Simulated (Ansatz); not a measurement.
`C=C(S)S` + HI → `C=C(S)I` + H₂S at 400 K and 1 bar (substitution at a C–S bond).

Calculated with Ansatz (gas phase, PBE0-D4/def2-TZVP geometries, no zero-point term in ΔE). CCSD(T)/CBS is the MP2 limit (def2-TZVPP, def2-QZVPP) plus CCSD(T) − MP2 in def2-TZVPP, frozen cores. This one scheme is used for every species. def2 core potentials past Kr. For I outer-core shells are correlated without core-valence functions, which leaves a few kJ/mol of doubt a bond. Each species was taken in one conformer, which may not be the lowest.

```json
{"species": "`C=C(S)S`", "CCSD(T)/CBS energy (Eh)": "-874.02984", "H − E (kJ/mol)": "160.6", "S (J/(mol·K))": "337.8"}
{"species": "HI", "CCSD(T)/CBS energy (Eh)": "-298.03592", "H − E (kJ/mol)": "25.7", "S (J/(mol·K))": "215.0"}
{"species": "`C=C(S)I`", "CCSD(T)/CBS energy (Eh)": "-773.09187", "H − E (kJ/mol)": "133.5", "S (J/(mol·K))": "347.2"}
{"species": "H₂S", "CCSD(T)/CBS energy (Eh)": "-398.97279", "H − E (kJ/mol)": "53.4", "S (J/(mol·K))": "215.9"}
```

H − E and S are ideal-gas, rigid-rotor, harmonic terms from PBE0-D4/def2-TZVP, for one conformer and one mirror image of each species. 1 Eh = 2625.50 kJ/mol, R = 8.31446 J/(mol·K).

Problem. By hand: ΔE, ΔH, ΔS and ΔG.

Solution. ΔE = (-773.09187) + (-398.97279) − (-874.02984) − (-298.03592) = 0.00110 Eh = 2.9 kJ/mol. Δ(H − E) = 133.5 + 53.4 − 160.6 − 25.7 = 0.6, so ΔH = 3.5 kJ/mol. ΔS = 347.2 + 215.9 − 337.8 − 215.0 = 10.3 J/(mol·K). ΔG = 3.5 − 400 × (10.3)/1000 = -0.6 kJ/mol.

Problem. By hand: the equilibrium constant, and the temperature at which ΔG would vanish if ΔH and ΔS stayed fixed.

Solution. log₁₀ K = −ΔG/(RT ln 10) = 0.1. ΔG = 0 at ΔH/ΔS = 340 K, though so small a ΔH makes that figure unsure.

TΔS isn't small against ΔH here. The sign of ΔG lies within the doubt. A doubt of 5 kJ/mol in ΔE shifts log₁₀ K by 0.7 here. Other conformers and mirror images would add mixing entropy, several J/(mol·K) or more a flexible species. These are equilibria of isolated gas molecules and say nothing of rates. Largest T1 diagnostic: 0.012 (customary marks: 0.02 for closed shells, 0.045 for open ones).
